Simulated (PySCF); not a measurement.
**Potential energy of IF along the bond**

Set-up: basis I cc-pVTZ-PP with ECP28, F cc-pVTZ; scalar-relativistic core potentials; PySCF 2.14. Energies in eV from I + F in their ground configurations at the same level. State: ¹Σ⁺ (singlet), closed shell.

```json
{"R (Å)": "1.655", "PBE0": "-1.426"}
{"R (Å)": "1.732", "PBE0": "-2.210"}
{"R (Å)": "1.809", "PBE0": "-2.626"}
{"R (Å)": "1.866", "PBE0": "-2.767"}
{"R (Å)": "1.924", "PBE0": "-2.801"}
{"R (Å)": "1.982", "PBE0": "-2.755"}
{"R (Å)": "2.059", "PBE0": "-2.605"}
{"R (Å)": "2.155", "PBE0": "-2.324"}
{"R (Å)": "2.270", "PBE0": "-1.915"}
{"R (Å)": "2.424", "PBE0": "-1.330"}
```

Problem. Put a parabola through the three lowest points of the PBE0 curve and estimate Re, k and ωe (reduced mass 16.52 u; 1 eV/Å² = 0.16022 mdyn/Å; ωe = 1302.8·√(k/μ) cm⁻¹).

Solution. Through R = 1.866, 1.924, 1.982 Å the second-order coefficient is 11.9 eV/Å², so Re ≈ 1.920 Å, k ≈ 3.81 mdyn/Å and ωe ≈ 626 cm⁻¹. A polynomial fit of higher order to the unrounded PBE0 energies gives Re = 1.917 Å, k = 3.96 mdyn/Å, ωe = 638 cm⁻¹; anharmonicity and rounding make the difference.

The higher-order fit for each curve: PBE0: Re = 1.917 Å, ωe = 638 cm⁻¹, De = 2.80 eV.

Spin–orbit coupling is left out, which matters for elements this heavy, above all for dissociation energies.
